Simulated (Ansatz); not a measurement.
Geometry optimisation, RKS PBE0-D4/def2-SVP (Ansatz 0.2.0).

The input (input.yaml):

```yaml
crystal:
  periodic: [false, false, false]
  atoms:
    - { symbol: W, position_ang: [0.0, 0.0, 0.0] }
    - { symbol: F, position_ang: [0.0, 0.0, 2.2] }
    - { symbol: F, position_ang: [1.85, 0.0, 0.0] }
    - { symbol: H, position_ang: [0.0, 1.72, 0.0] }
    - { symbol: H, position_ang: [-1.72, 0.0, 0.0] }
    - { symbol: H, position_ang: [0.0, -1.72, 0.0] }
    - { symbol: H, position_ang: [0.0, 0.0, -1.72] }
    - { symbol: O, position_ang: [1.4721, 1.5335, 0.7063] }
    - { symbol: H, position_ang: [2.2027, 1.0805, 1.2365] }
    - { symbol: H, position_ang: [0.8771, 0.9137, 1.8599] }
basis:
  gaussian: { orbitals: def2-SVP }
hamiltonian:
  xc: pbe0
  dispersion: d4
relax:
  f_tol: 0.15
  max_steps: 25
  restrain:
    - { distance: [0, 7], at: 3.14, k: 30.0 }
    - { distance: [9, 1], at: 2.12, k: 30.0 }
    - { distance: [0, 1], at: 1.85, k: 30.0 }
    - { distance: [9, 7], at: 1.01, k: 30.0 }
```

Launched with:

```bash
$ ansatz run input.yaml --threads 2 --pin off --max-ram 3072MiB --backend cpu --events-out ev --progress --plain --runs-dir out
```

Problem. Where does it end, and by what steps?

Solution. It converged. The restraints hold the end off the free minimum. After 23 steps the energy has fallen by 9.754 eV (the restraints' own energy left out); H4 moved furthest, 1.26 Å. The start is strongly strained (largest force component 11 eV/Å), so its close contacts needn't be bonds. Parted: W1–O8 (2.24 → 3.12 Å). Joined: O8–H10 (1.44 → 0.99 Å).

| step | energy less start (eV) | largest force component (eV/Å) | accepted |
| --- | --- | --- | --- |
| 0 | 0.0000 | 11.395 | yes |
| 1 | -2.3145 | 7.072 | yes |
| 2 | -4.2055 | 5.642 | yes |
| 3 | -5.5326 | 4.803 | yes |
| 4 | -6.9937 | 3.009 | yes |
| 5 | -8.1424 | 2.890 | yes |
| 6 | -8.9523 | 2.191 | yes |
| 7 | -9.2346 | 1.694 | yes |
| 8 | -9.3946 | 2.083 | yes |
| 9 | -9.5066 | 1.395 | yes |
| 10 | -9.5813 | 0.934 | yes |
| 11 | -9.6204 | 0.799 | yes |
| 12 | -9.6120 | 1.137 | no |
| 13 | -9.6454 | 0.789 | yes |
| 14 | -9.6728 | 0.973 | yes |
| 15 | -9.6665 | 1.329 | no |
| 16 | -9.7046 | 0.892 | yes |
| 17 | -9.7371 | 0.845 | yes |
| 18 | -9.7430 | 0.847 | yes |
| 19 | -9.7389 | 0.837 | no |
| 20 | -9.7471 | 0.895 | yes |
| 21 | -9.7497 | 0.875 | yes |
| 22 | -9.7474 | 0.936 | no |
| 23 | -9.7535 | 0.775 | yes |

```xyz
10
Properties=species:S:1:pos:R:3
W 0.194 0.042 -0.058
F -0.218 0.106 1.769
F 1.764 -0.537 -0.917
H -0.630 1.198 -0.954
H -1.447 -0.235 -0.115
H -0.386 -1.502 -0.125
H -0.461 -0.565 -1.461
O 1.871 1.938 1.761
H 2.740 1.579 1.988
H 1.254 1.504 2.395
```

Run time: 95 s on 2 threads of Intel(R) Xeon(R) Platinum 8488C (Sapphire Rapids) (shared host), peak memory 0.25 GiB.
